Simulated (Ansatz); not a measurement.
Born–Oppenheimer molecular dynamics of ClF2H3OSTi (9 atoms, charge 0, multiplicity 1). It starts at the highest image of a converged band. Of that band: A structure lower than the first end lies on the path between it and the top, so the climb from that side starts below the end, which may itself be a saddle point or a shallow side well. A vibrational analysis at the climbing image gives one clearly imaginary mode, 339i cm⁻¹: a first-order saddle point.

Computed with Ansatz, RKS PBE0-D4/def2-SVP.

```yaml
ensemble: NVE (velocity Verlet)
time_step: 0.5 fs
steps_asked: 200
starting_velocities_drawn_for: 300 K
seed: 2910
```

First frame:

```xyz
9
Properties=species:S:1:pos:R:3
Ti 0.232 -0.407 -0.070
Cl -0.709 -0.630 2.450
F 1.125 -0.487 -1.544
F 0.011 1.292 0.149
O -1.197 -1.334 -0.474
H -1.977 -1.375 0.096
S 1.935 -1.685 1.220
H 1.441 -2.846 0.728
H 0.611 -1.341 2.189
```

(1) How far do the bonds stretch over the last three quarters of this one trajectory? (Pairs bonded in most of those frames.)

Results:

(1) 
```tsv
bond	mean (Å)	spread (Å)	shortest	longest
Ti1–F3	1.729	0.015	1.71	1.76
Ti1–F4	1.728	0.006	1.72	1.74
Ti1–O5	1.753	0.010	1.74	1.77
Ti1–S7	2.351	0.050	2.30	2.45
Cl2–H9	1.312	0.015	1.29	1.36
O5–H6	0.965	0.003	0.96	0.97
S7–H8	1.365	0.064	1.27	1.45
```

Pairs bonded in part of these frames only: Ti1–Cl2 56 %.

Mean temperature of the second half: 373 K. The conserved energy stayed within 0.22 meV per atom of its start (net change 0.0013 meV per atom), so the integration is sound. A run of 0.1 ps of so small a system gives no equilibrium averages. The orbitals stay closed-shell, which can raise the energy where a bond breaks towards radicals; this wasn't checked here.

The run took 8.9 min on 4 threads of Arm Neoverse V2 (shared host), peak memory 0.36 GiB.
